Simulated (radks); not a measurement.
Species: Ir. Configuration: [Xe] 4f13.5 5d7 6s2 6p0.5 (fractional occupations, a model configuration).

Calculated with a radial shooting solver on a logarithmic mesh with Libxc functionals: Dirac Kohn-Sham, PBE, spin-unpolarised, spherical densities, point nucleus; open shells are shared between the two j in proportion to 2j + 1.

Energy parts (eV):
total: -485909.60
kinetic: 553951.31
electron-nucleus: -1219232.40
Hartree: 188853.03
exchange-correlation: -9481.54

Orbitals (lengths in bohr, moments of r in powers of bohr):
orbital      occ.  eigenvalue (eV)       <r^4>
1s1/2           2        -76029.14   4.807e-07
2s1/2           2        -13296.87  0.00007079
2p1/2           2        -12735.87  0.00004233
2p3/2           4        -11108.15  0.00006395
3s1/2           2        -3117.148    0.002590
3p1/2           2        -2866.227    0.002271
3p3/2           4        -2509.833    0.003079
3d3/2           4        -2091.623    0.002061
3d5/2           6        -2014.636    0.002260
4s1/2           2        -671.4767     0.05903
4p1/2           2        -565.6293     0.06357
4p3/2           4        -481.0663     0.08568
4d3/2           4        -307.7381      0.1049
4d5/2           6        -292.0050      0.1150
5s1/2           2        -102.1719       1.634
4f5/2     5.78571         -71.4710      0.2398
5p1/2           2         -68.6060       2.385
4f7/2     7.71429         -68.2967      0.2545
5p3/2           4         -54.6303       3.426
5d3/2         2.8         -10.4086       17.91
5d5/2         4.2          -9.0598       21.71
6s1/2           2          -7.4646       130.0
6p1/2    0.166667          -2.3697       612.5
6p3/2    0.333333          -1.6691        1140

The highest occupied level is 6p3/2 at -1.669 eV. The density falls to 0.001 e/bohr^3 at r = 4.64 bohr. Summed over all electrons, <r^2> = 71.94 bohr^2, which gives a Langevin (diamagnetic) susceptibility term of -57 x 10^-6 cm^3/mol.

Run on one thread of a shared host, so times are rough (Arm Neoverse N1): 0.27 s of CPU time, 0.27 s wall, 15 iterations on 2728 mesh points.
